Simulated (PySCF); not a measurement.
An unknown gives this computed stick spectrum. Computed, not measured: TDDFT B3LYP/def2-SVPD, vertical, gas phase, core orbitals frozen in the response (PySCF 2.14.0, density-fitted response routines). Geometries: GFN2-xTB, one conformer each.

```tsv
state	E (eV)	f
S1	6.43	0.0051
S2	6.51	0.0024
S3	6.66	0.025
S4	6.80	0.0018
S5	6.85	0.0037
S6	6.89	0.014
S7	7.23	0.013
S8	7.26	0.010
```

Task: Which structure fits? All have the formula C3H8O2Si2.
A. `O=C(/C=C/[SiH3])O[SiH3]`
B. `O=C(/C=C\[SiH3])O[SiH3]`
C. `C#CC[Si@@H](O)O[SiH3]`
D. `[SiH3]C[SiH]1OC=CO1`

Result: C. Its S1, at 6.43 eV, is the highest among the candidates; the nearest of the others has S1 at 5.21 eV. S1 is HOMO→LUMO (72%), HOMO→LUMO+1 (20%). Löwdin shares by element: HOMO carbon 73%, silicon 8% or more (atoms not listed hold the other 19%); LUMO silicon 42%, oxygen 9% or more, hydrogen 9% or more (atoms not listed hold the other 40%). At the same level the other candidates give, for their lowest levels:
- `O=C(/C=C/[SiH3])O[SiH3]`: 4.56 eV (f 0.000); 5.85 eV (f 0.526); 5.94 eV (f 0.003); 6.25 eV (f 0.105); 6.60 eV (f 0.001); T1 3.71 eV; HOMO -8.07, LUMO -2.11 eV
- `[SiH3]C[SiH]1OC=CO1`: 5.21 eV (f 0.000); 5.29 eV (f 0.007); 5.50 eV (f 0.037); 6.02 eV (f 0.004); 6.22 eV (f 0.005); T1 4.07 eV; HOMO -5.94, LUMO 0.11 eV
- `O=C(/C=C\[SiH3])O[SiH3]`: 4.60 eV (f 0.001); 5.53 eV (f 0.000); 5.78 eV (f 0.278); 6.07 eV (f 0.003); 6.26 eV (f 0.017); T1 3.74 eV; HOMO -8.00, LUMO -2.20 eV

Shape of the structure used: `[CH:1]#[C:2][CH2:3][Si@@H:4]([OH:5])[O:6][SiH3:7]`: C2–C3–Si4–O5 53°, C3–Si4–O6–Si7 -136°, H–O5–Si4–C3 -45°.
Triplets come from the Tamm–Dancoff approximation.
